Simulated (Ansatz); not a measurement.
A run for Ansatz (a program for electronic structure): R-wB97X-V/def2-TZVPP on FHSi (SMILES F[SiH]).

Ansatz 0.2 input:
```yaml
crystal:
  periodic: [false, false, false]
  atoms:
    - {symbol: Si, position_ang: [-0.20606637, -0.34715923, 0.44878867]}
    - {symbol: H, position_ang: [-1.00236576, -1.19458587, -0.55799162]}
    - {symbol: F, position_ang: [0.43192166, 0.67275722, -0.63611663]}
basis:
  gaussian:
    orbitals: def2-TZVPP
hamiltonian:
  xc: {name: wB97X-V}
accuracy: high
relax: {f_tol: 0.0005, max_steps: 60}
scf: {lower_state_search: off}
output: {forces: true}
```

It printed:

```
WARN ansatz: RAYON_NUM_THREADS=1 ignored (pool sized by the plan → 1); use --threads N
Functional definition: wB97X-V
these checks for a lower state are left out or cut short: stability, starts, cluster_reference, orbital_swaps, neighbouring_geometries, increment
integrals: 0.10 GiB planned
1417 factors; integrals over basis functions are off by at most 2.2e-9 eV
integrals: 0.17 GiB planned
251 factors; integrals over basis functions are off by at most 7.4e-10 eV
mean field: 0.43 GiB planned
mean field evaluation 1: about -10608.1308 eV, gradient 3.2e1 eV
mean field evaluation 2: about -10607.5027 eV, gradient 4.2e1 eV
mean field evaluation 4: about -10609.7612 eV, gradient 2.9e-1 eV
mean field evaluation 8: about -10609.7647 eV, gradient 7.0e-3 eV
mean field evaluation 16: about -10609.7647 eV, gradient 3.4e-6 eV
mean field -10609.76472701 eV, -389.9016621609 hartree, gradient 3.0e-8 eV, S^2 0.000000; 0 other end points of the search recorded, 0 dependent functions left out
the calculation of the forces begins
reference -10609.76472688 eV, -389.9016621561 hartree; 12, 12 occupied and 75, 75 virtual orbitals, 1417 factors
relax step   1: F+E_penalty+E_count = -10609.76472701 eV  Δ(F+E_penalty+E_count) = +0.000e0 eV  max|allowed force component| = 1.176e-1 eV/Å  Δτ_max = 0.0000 Å  (17 SCF iters, accepted)
these checks for a lower state are left out or cut short: stability, starts, cluster_reference, orbital_swaps, neighbouring_geometries, increment
integrals: 0.10 GiB planned
1417 factors; integrals over basis functions are off by at most 2.2e-9 eV
integrals: 0.17 GiB planned
251 factors; integrals over basis functions are off by at most 7.4e-10 eV
mean field: 0.43 GiB planned
mean field -10609.76507171 eV, -389.9016748283 hartree, gradient 2.3e-8 eV, S^2 0.000000; 0 other end points of the search recorded, 0 dependent functions left out
the calculation of the forces begins
reference -10609.76507158 eV, -389.9016748236 hartree; 12, 12 occupied and 75, 75 virtual orbitals, 1417 factors
relax step   2: F+E_penalty+E_count = -10609.76507171 eV  Δ(F+E_penalty+E_count) = -3.447e-4 eV  max|allowed force component| = 6.920e-2 eV/Å  Δτ_max = 0.0043 Å  (21 SCF iters, accepted)
these checks for a lower state are left out or cut short: stability, starts, cluster_reference, orbital_swaps, neighbouring_geometries, increment
integrals: 0.10 GiB planned
1417 factors; integrals over basis functions are off by at most 2.2e-9 eV
integrals: 0.17 GiB planned
251 factors; integrals over basis functions are off by at most 7.4e-10 eV
mean field: 0.43 GiB planned
mean field evaluation 32: about -10609.7651 eV, gradient 1.5e-1 eV
mean field -10609.76517295 eV, -389.9016785488 hartree, gradient 1.7e-8 eV, S^2 0.000000; 0 other end points of the search recorded, 0 dependent functions left out
the calculation of the forces begins
reference -10609.76517282 eV, -389.9016785441 hartree; 12, 12 occupied and 75, 75 virtual orbitals, 1417 factors
relax step   3: F+E_penalty+E_count = -10609.76517295 eV  Δ(F+E_penalty+E_count) = -1.012e-4 eV  max|allowed force component| = 1.512e-2 eV/Å  Δτ_max = 0.0014 Å  (20 SCF iters, accepted)
these checks for a lower state are left out or cut short: stability, starts, cluster_reference, orbital_swaps, neighbouring_geometries, increment
integrals: 0.10 GiB planned
1417 factors; integrals over basis functions are off by at most 2.2e-9 eV
integrals: 0.17 GiB planned
251 factors; integrals over basis functions are off by at most 7.4e-10 eV
mean field: 0.43 GiB planned
mean field -10609.76518020 eV, -389.9016788153 hartree, gradient 1.9e-8 eV, S^2 0.000000; 0 other end points of the search recorded, 0 dependent functions left out
the calculation of the forces begins
reference -10609.76518007 eV, -389.9016788106 hartree; 12, 12 occupied and 75, 75 virtual orbitals, 1417 factors
relax step   4: F+E_penalty+E_count = -10609.76518020 eV  Δ(F+E_penalty+E_count) = -7.252e-6 eV  max|allowed force component| = 9.755e-4 eV/Å  Δτ_max = 0.0004 Å  (20 SCF iters, accepted)
these checks for a lower state are left out or cut short: stability, starts, cluster_reference, orbital_swaps, neighbouring_geometries, increment
integrals: 0.10 GiB planned
1417 factors; integrals over basis functions are off by at most 2.2e-9 eV
integrals: 0.17 GiB planned
251 factors; integrals over basis functions are off by at most 7.4e-10 eV
mean field: 0.43 GiB planned
mean field -10609.76518030 eV, -389.9016788189 hartree, gradient 2.5e-8 eV, S^2 0.000000; 0 other end points of the search recorded, 0 dependent functions left out
the calculation of the forces begins
reference -10609.76518017 eV, -389.9016788141 hartree; 12, 12 occupied and 75, 75 virtual orbitals, 1417 factors
relax step   5: F+E_penalty+E_count = -10609.76518030 eV  Δ(F+E_penalty+E_count) = -9.744e-8 eV  max|allowed force component| = 1.827e-5 eV/Å  Δτ_max = 0.0001 Å  (18 SCF iters, accepted)
Total energy: -10609.76518017 eV, -389.9016788141 hartree
Atom 0 at    -0.206358    -0.347324     0.447606 Å, force     0.000013     0.000014     0.000018 eV/Å
Atom 1 at    -0.999568    -1.191078    -0.557392 Å, force    -0.000013    -0.000014    -0.000017 eV/Å
Atom 2 at     0.429416     0.669414    -0.635534 Å, force     0.000000     0.000001    -0.000001 eV/Å
Dipole moment:    -0.100583    -0.147788     0.098879 e Å
Checks for a lower state left out: stability, starts, cluster_reference, orbital_swaps, neighbouring_geometries, increment
```

The calculation finished and met its thresholds.

Cost: around 18 core-seconds (rough).
